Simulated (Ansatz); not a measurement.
Cost and result up the ladder for the cluster SnO₃H₂ (6 atoms). Total charge 0; singlet. Geometry: PBE-D4/def2-SVP.

```xyz
6

Sn   -0.812   -0.001    1.307
O    -1.629   -0.320   -0.528
O     0.856    1.029    0.452
O     1.413   -0.359    0.448
H     1.329   -0.592   -0.504
H    -1.157    0.244   -1.176
```

Ansatz on 4 threads of Arm Neoverse V1 on a shared host. Times are rough, and most runs start from the orbitals of an earlier one. PBE0-D4/def2-TZVP serves as the yardstick here, not as an exact answer. Binding counts from free atoms at the same level (Sn triplet, O triplet, H doublet; other spins of the atoms weren't run), without zero-point energy or a counterpoise term.

In the def2 sets Sn takes a core potential; there is no spin–orbit coupling. HSE06 is defined as in plane-wave codes, on full-range PBE exchange. Correlated methods freeze 7 core orbitals; core or outer-core shells of Sn are correlated, in sets that lack core-valence functions. The structure holds one bond between oxygen atoms, so isomers without such links may lie far lower. The structure comes from a short search, and lower isomers may exist.

Correlated methods converge slowly with the basis.

| level | functions | wall time |
| --- | --- | --- |
| BLYP-D4/def2-TZVP | 155 | 1.1 s |
| PBE-D4/def2-TZVP (with forces) | 155 | 1.2 s |
| HSE06-D4/def2-TZVP | 155 | 1.5 s |
| PBE0-D4/def2-TZVP | 155 | 1.6 s |
| r2SCAN-D4/def2-TZVP | 155 | 2 s |
| CCSD(T)/def2-TZVPP | 171 | 47 s |

Task: Estimate what each level gives for the binding energy per atom (eV).

Result: 
```json
{"level": "BLYP-D4/def2-TZVP", "binding energy per atom (eV)": "3.30", "difference from PBE0-D4/def2-TZVP (eV)": "0.20"}
{"level": "PBE-D4/def2-TZVP (with forces)", "binding energy per atom (eV)": "3.36", "difference from PBE0-D4/def2-TZVP (eV)": "0.26"}
{"level": "HSE06-D4/def2-TZVP", "binding energy per atom (eV)": "3.10", "difference from PBE0-D4/def2-TZVP (eV)": "0.00"}
{"level": "PBE0-D4/def2-TZVP", "binding energy per atom (eV)": "3.10", "difference from PBE0-D4/def2-TZVP (eV)": "0.00"}
{"level": "r2SCAN-D4/def2-TZVP", "binding energy per atom (eV)": "3.19", "difference from PBE0-D4/def2-TZVP (eV)": "0.09"}
{"level": "CCSD(T)/def2-TZVPP", "binding energy per atom (eV)": "3.06", "difference from PBE0-D4/def2-TZVP (eV)": "-0.04"}
```
